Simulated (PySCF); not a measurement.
## Working out the ionisation energy of O⁺

O⁺ [He] 2s2 2p3 (4S) → O²⁺ [He] 2s2 2p2 (3P). All numbers are calculated (PySCF 2.14, the spin-free X2C one-electron Hamiltonian (Gaussian nucleus), in x2c-TZVPall (5s3p2d1f, 31 functions)). Frozen: 1s2. Energies in hartree (1 hartree = 27.21139 eV):

```json
{"part": "UHF", "O⁺ (lower)": "-74.426619", "O²⁺ (upper)": "-73.156090"}
{"part": "CCSD correlation", "O⁺ (lower)": "-0.111403", "O²⁺ (upper)": "-0.095205"}
{"part": "(T)", "O⁺ (lower)": "-0.001550", "O²⁺ (upper)": "-0.001283"}
```

Problem. What does Hartree-Fock give?

Solution. (-73.156090) − (-74.426619) = 1.270529 hartree = 34.573 eV.

Problem. What do CCSD and CCSD(T) give?

Solution. The CCSD correlation energies differ by 0.016198 hartree = 0.441 eV and the triples by 0.000267 hartree = 0.007 eV, so CCSD gives 35.014 eV and CCSD(T) 35.021 eV.

Reference: 35.121 eV (measured; NIST Atomic Spectra Database, ionization energies), between the lowest levels; spin-orbit coupling is absent from the calculation.

What remains against the reference includes basis incompleteness, the frozen core and higher excitations.
